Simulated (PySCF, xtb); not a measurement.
GeCl₄, SMILES [Cl][Ge]([Cl])([Cl])[Cl].

GFN2-xTB in xtb at its own geometry gives an orbital gap of 5.03 eV and a dipole moment of 0.00 D.

Geometry optimised at ωB97X-D3(BJ)/def2-SVP. The isomer is the one that the SMILES or the coordinates give; other isomers of the formula were not compared.

### Question
What does CAM-B3LYP/def2-TZVP run with PySCF give? (The exact figures need the calculation; the answer reports its results.)

### Answer
gap 9.84 eV (levels -11.04 and -1.19 eV), dipole 0.00 D.
